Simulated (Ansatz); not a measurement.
FH3Si (SMILES F[SiH3]) moved off its minimum; all values from Ansatz (a first-principles code), cores frozen in correlated methods.
(charge 0, multiplicity 1)
```xyz
5

Si    -0.43081     0.04586    -0.02611
F      1.11299    -0.09154     0.44962
H     -0.95283     1.47174    -0.62670
H     -0.69328    -0.96383    -1.34716
H     -1.21421    -0.43806     0.92512
```

Forces at B3LYP/def2-TZVPP (eV/Å):

```json
[
 {"atom": "Si1", "Fx": "1.218", "Fy": "0.808", "Fz": "-5.677"},
 {"atom": "F2", "Fx": "-0.680", "Fy": "0.459", "Fz": "-0.254"},
 {"atom": "H3", "Fx": "1.031", "Fy": "-1.523", "Fz": "1.101"},
 {"atom": "H4", "Fx": "0.603", "Fy": "1.349", "Fz": "1.818"},
 {"atom": "H5", "Fx": "-2.172", "Fy": "-1.093", "Fz": "3.013"}
]
```

Task: Give the forces (eV/Å), the total energy and the dipole at CCSD(T)/aug-cc-pV(T+d)Z.

Result: 
```json
[
 {"atom": "Si1", "Fx": "1.308", "Fy": "0.796", "Fz": "-5.709"},
 {"atom": "F2", "Fx": "-0.762", "Fy": "0.474", "Fz": "-0.287"},
 {"atom": "H3", "Fx": "1.042", "Fy": "-1.549", "Fz": "1.116"},
 {"atom": "H4", "Fx": "0.611", "Fy": "1.373", "Fz": "1.842"},
 {"atom": "H5", "Fx": "-2.200", "Fy": "-1.094", "Fz": "3.037"}
]
```
Energy -390.6269 hartree, dipole 1.21 D.
